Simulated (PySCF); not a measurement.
## Vibration and rotation of ZnC⁻

BHandHLYP constants of ZnC⁻, ⁴Σ⁻ (quartet), unpaired electrons σ ↑, π ↑↑ (PySCF, no relativity, basis sets Zn def2-SVPD, C def2-SVPD; masses 63.9291 and 12.0000 u):

| Property | Result |
| --- | --- |
| ωe | 386.4 cm⁻¹ |
| ωexe | 3.9 cm⁻¹ |
| Be | 0.37541 cm⁻¹ |
| αe | 0.00529 cm⁻¹ |
| D (centrifugal) | 1.42e-06 cm⁻¹ |

(1) Give the vibrational terms G(v) and spacings up to v = 6.

The state is the lowest determinant that a PBE0 search found; another state may lie lower at other levels.

Answers

(1) G(v) = ωe(v+½) − ωexe(v+½)².

| v | G(v) (cm⁻¹) | G(v) − G(v−1) | Bv (cm⁻¹) |
| --- | --- | --- | --- |
| 0 | 192 |  | 0.3728 |
| 1 | 571 | 379 | 0.3675 |
| 2 | 942 | 371 | 0.3622 |
| 3 | 1305 | 363 | 0.3569 |
| 4 | 1660 | 355 | 0.3516 |
| 5 | 2007 | 347 | 0.3463 |
| 6 | 2347 | 340 | 0.3410 |
